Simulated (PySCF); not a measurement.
The numbers are results of PBE0-D4/def2-TZVP in PySCF, not measurements. All species are isolated molecules in the gas phase. One relaxed conformer stands for a flexible species; it need not be the lowest. Excitations are Tamm–Dancoff values on a coarser integration grid. The basis has no diffuse functions, so Rydberg states are missing or too high.

Reference species (SMILES): `[Cl][In]([SH])[Cl]` (H–S–In–Cl torsion 0°) (neutral, multiplicity 1).

* **S1 excitation (TDA)**: 4.45 eV
* **T1 excitation (TDA)**: 4.06 eV
* **S1 oscillator strength**: 0.009
* **S1–T1 gap (TDA)**: 0.39 eV

Changed species: `[SH][In]([SH])[Cl]` (H–S–In–Cl torsion -180°, Cl–In–S–H torsion 0°) (2 of 3 Cl replaced by SH; the reference has 1 of 3 Cl replaced by SH).

Problem. Give the shifts of the S1 excitation (TDA), T1 excitation (TDA), S1 oscillator strength and S1–T1 gap (TDA).

Solution. the S1 excitation (TDA) decreases by 0.02 eV, to 4.43 eV; the T1 excitation (TDA) increases by 0.02 eV, to 4.08 eV; the S1 oscillator strength hardly moves; the S1–T1 gap (TDA) drops by 0.04 eV, to 0.35 eV.
